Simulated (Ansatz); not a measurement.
Relaxation of Cl$_{2}$FH$_{3}$OSn (8 atoms, charge 0, multiplicity 1), to a largest force component of 0.03 eV/Å in at most 50 steps.

Computed with Ansatz, RKS PBE/def2-SVP.

```xyz
8
Properties=species:S:1:pos:R:3:forces:R:3
Sn -0.128 0.069 -0.034 0.13 -0.06 -0.54
O -0.206 -0.061 1.941 0.24 -0.30 0.54
H -1.092 0.164 2.282 -0.09 0.03 0.02
H 1.490 0.067 -0.590 -0.05 0.00 0.01
Cl -1.189 2.114 -0.587 0.00 -0.02 0.03
Cl -1.503 -1.611 -0.957 0.00 0.00 -0.01
F 1.442 -2.241 1.239 0.11 -0.03 -0.33
H 0.983 -1.913 1.983 -0.34 0.37 0.28
```

Where does it end, and by what steps?

It converged. After 8 steps the energy has fallen by 0.232 eV; H8 moved furthest, 0.52 Å.

| step | energy less start (eV) | largest force component (eV/Å) | accepted |
| --- | --- | --- | --- |
| 0 | 0.0000 | 0.545 | yes |
| 1 | -0.1193 | 0.359 | yes |
| 2 | -0.1949 | 0.565 | yes |
| 3 | -0.1011 | 2.493 | no |
| 4 | -0.2248 | 0.162 | yes |
| 5 | -0.2304 | 0.074 | yes |
| 6 | -0.2315 | 0.066 | yes |
| 7 | -0.2321 | 0.092 | yes |
| 8 | -0.2324 | 0.012 | yes |

```xyz
8
Properties=species:S:1:pos:R:3
Sn 0.006 -0.089 -0.040
O -0.079 -0.174 2.002
H -0.951 0.094 2.352
H 1.584 0.069 -0.677
Cl -1.161 1.949 -0.394
Cl -1.410 -1.708 -0.995
F 1.150 -2.034 1.173
H 0.659 -1.521 1.857
```

Whether the end is a true minimum wasn't checked by a vibrational analysis.

Run time: 21 s on 2 threads of Arm Neoverse V1, with other jobs on the host, peak memory 0.15 GiB.
